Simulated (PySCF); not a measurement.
**Ionisation energy of Si⁺ by level of theory**

Si⁺ [Ne] 3s2 3p1 (2P) → Si²⁺ [Ne] 3s2 (1S), as a difference of total energies. Calculation: PySCF 2.14, in aug-cc-pVDZ-DK (5s4p2d, 27 functions); scalar relativity by spin-free X2C-1e. Correlated levels: valence: [Ne] frozen. The calculations carry no spin-orbit coupling.

| method | ionisation energy (eV) |
| --- | --- |
| UHF | 15.808 |
| LDA | 16.355 |
| TPSS | 16.506 |
| MP2 (valence) | 15.979 |
| SCS-MP2 (valence) | 15.959 |
| CCSD (valence) | 16.080 |
| CCSD(T) (valence) | 16.099 |

Errors of the correlated levels include the incompleteness of this basis and the frozen core.

Which method comes closest to the reference value, and which is furthest?

The reference is 16.322 eV (measured; NIST levels, between the centres of gravity of the two terms). Closest: LDA (error 0.033 eV); furthest: UHF (error -0.514 eV).
